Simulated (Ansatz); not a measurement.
Consider the formal exchange of groups at a B–O bond: `CO[B](C)[AlH2]` + CH₄ → `C[B](C)[AlH2]` + CH₃OH.

Gas-phase electronic energies from Ansatz, PBE0-D4/def2-TZVP geometries. CCSD(T)/CBS is the MP2 limit (def2-TZVPP, def2-QZVPP) plus CCSD(T) − MP2 in def2-TZVPP, frozen cores. This one scheme is used for every species. Each species was taken in one conformer, which may not be the lowest.

```tsv
species	HF/def2-TZVPP energy (Eh)
`CO[B](C)[AlH2]`	-421.94546
CH₄	-40.21433
`C[B](C)[AlH2]`	-347.00982
CH₃OH	-115.09501
```

**Question.** Work out ΔE.

**Answer.** ΔE = (-347.00982) + (-115.09501) − (-421.94546) − (-40.21433) = 0.05496 Eh = +144.3 kJ/mol. CCSD(T)/CBS gives +144.8 kJ/mol.

Largest T1 diagnostic among the species: 0.013.

From PBE to PBE0 (25 % exact exchange), in def2-TZVPP and without D4, ΔE moves by −3.1 kJ/mol. In def2-TZVPP, CCSD(T) changes the Hartree–Fock value by +3.8 kJ/mol (the triples alone add +2.7 kJ/mol) and MP2 by +4.3 kJ/mol.
